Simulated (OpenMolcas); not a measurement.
## Ge2+: RASPT2 settings compared

| Property | Result |
| --- | --- |
| Program | OpenMolcas 26.06 |
| Basis | ANO-RCC-VQZP [7s6p4d2f1g] |
| Scalar Hamiltonian | X2C, point nucleus |
| Active space | 2 electrons in 9 orbitals (RAS2 4s 4p; RAS3 4d, at most 2 electrons) |
| State averaging | 2S+1 = 3 even, 3 roots; 2S+1 = 1 even, 7 roots; 2S+1 = 3 odd, 3 roots; 2S+1 = 1 odd, 3 roots |
| Spin-orbit coupling | RASSI with atomic mean-field integrals over the reference wave functions, term energies averaged over their components |

Methods on the same reference wave functions:
A. RASSCF
B. SS-RASPT2, IPEA 0.4 Eh, imaginary shift 0.3 Eh (closed shells correlated: none)
C. XMS-RASPT2, IPEA 0.75 Eh, sigma1 regulariser 0.3 Eh (closed shells correlated: none)
D. XMS-RASPT2, IPEA 0.5 Eh, imaginary shift 0.25 Eh (closed shells correlated: none)

Energies in cm⁻¹ above 4s² ¹S₀, the measured ground level; measured values from Sugar and Musgrove, J. Phys. Chem. Ref. Data 22, 1213 (1993).

| Level | A | B | C | D | Measured |
| --- | --- | --- | --- | --- | --- |
| 4s² ¹S₀ | 0.0 | 0.0 | 0.0 | 0.0 | 0.0 |
| 4s 4p ³P°₀ | 57084 | 58225 | 58419 | 58453 | 61734 |
| 4s 4p ³P°₁ | 57745 | 58886 | 59080 | 59113 | 62500 |
| 4s 4p ³P°₂ | 59135 | 60276 | 60470 | 60504 | 64144 |
| 4s 4p ¹P°₁ | 91707 | 91608 | 91737 | 91762 | 91873 |
| 4p² ¹D₂ | 138452 | 139575 | 139768 | 139801 | 144975 |
| 4p² ³P₀ | 142922 | 144069 | 144257 | 144289 | 147685 |
| 4p² ³P₁ | 143690 | 144849 | 145037 | 145069 | 148640 |
| 4p² ³P₂ | 145104 | 146262 | 146450 | 146482 | 150372 |

Deviations, from unrounded energies. A percentage is the sum of absolute deviations over the sum of measured energies, with the sign that they share, or ± where signs differ.

```tsv
Against measurement	Levels	A	B	C	D
mean absolute deviation (cm-1)	8	4500	3500	3300	3300
other configurations (%)	8	-4.1	-3.2	-3.1	-3.0
```

C, D lie about equally close to measurement and A furthest from it. The largest miss of D in the table is 4p² ¹D₂, by -5200 cm-1. The ranking rests on the paired levels alone, and a cruder setting can come out closer through cancelling errors.

Among B to D the level of the table that moves most is 4s 4p ³P°₀, by 230 cm-1 (lowest in B, highest in D).

The lowest spin-free term lies below A's lowest term by 0.006 hartree in B, 0.007 hartree in C, 0.007 hartree in D.

Active for correlation alone: 4d; no level in the range computed is led by a configuration that fills it, so any true level of that kind is missing. Some terms mix strongly with configurations of 4d, whose occupation reaches 0.29 (4p² ¹D). Computed and measured levels are paired by configuration, term and J; levels that our copy of the source lacks, or whose pairing is in doubt (as where it misses far off the trend of its configuration), stay unpaired and out of the deviations. Only configurations of the active space appear. Levels that lie high or do not pair safely by name in every column are left out.

° marks odd parity.
